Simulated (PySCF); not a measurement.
A GIAO shielding run with PySCF 2.14.0 with density-fitted response routines (density fitting, non-relativistic, gas phase) on SMILES N(C)C[Si@@](N)(C#N)NC, C₄H₁₂N₄Si:

```
$ OMP_NUM_THREADS=1 python probes_run.py task.json out

{"job": {"kind": "nmr", "xc": "PBE0", "basis": "pcSseg-1"}, "charge": 0, "multiplicity": 1}
C     -2.701759    -0.030308     0.601446
N     -2.160581     0.277104    -0.705742
C     -0.875297    -0.364893    -0.957870
Si     0.542765     0.442078     0.043372
N      0.315214     2.136387    -0.100149
C      0.491851    -0.257908     1.791219
N      0.432901    -0.674808     2.857161
N      2.168632     0.129632    -0.421371
C      2.846800    -1.133226    -0.242166
H     -3.678460     0.441074     0.701244
H     -2.810698    -1.109971     0.786535
H     -2.039583     0.373630     1.367398
H     -2.826327    -0.024270    -1.413105
H     -0.919632    -1.452313    -0.774451
H     -0.654870    -0.235837    -2.019656
H     -0.630482     2.467332    -0.194127
H      0.876268     2.778137     0.434031
H      2.530803     0.649208    -1.205674
H      2.489260    -1.597985     0.674538
H      3.921804    -0.968666    -0.150690
H      2.672472    -1.827456    -1.072415
```

Hardware: 1 thread of an Arm Neoverse N1, shared host. The job also computes population analyses, field gradients.

Question: How large is the calculation?

Answer: 78 electrons, 220 basis functions and 1145 auxiliary functions.

Question: How long does it take, and how much memory does it need?

Answer: 110 s of wall time, with 14 SCF cycles and 5 response iterations; peak memory 1 GiB. Times on a shared host scatter by some tens of per cent.
